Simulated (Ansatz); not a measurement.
Molecule: AlBr3 (charge 0, singlet). 
Coordinates optimised at B3LYP-D3(BJ)/def2-TZVP (Ansatz, a first-principles code):
```xyz
4

Br    -0.1587     2.2326    -0.0058
Al     0.0000     0.0000     0.0000
Br     2.0102    -0.9788     0.1040
Br    -1.8515    -1.2538    -0.0982
```
Charge 0, spin multiplicity 1.

Parts of the frozen-core correlation energy in def2-SVPD (Ansatz, hartree). Frozen orbitals: 47; correlated occupied orbitals by spin: 12 and 12; virtual: 88 and 88. Spin-orbit coupling is left out. No relativistic terms.

```csv
term,value
reference (HF),-7958.37794
MP2 opposite-spin,-0.30845
MP2 same-spin,-0.11613
CCSD correlation,-0.45729
(T),-0.01396
T1 diagnostic,0.010
largest doubles amplitude,0.023
```
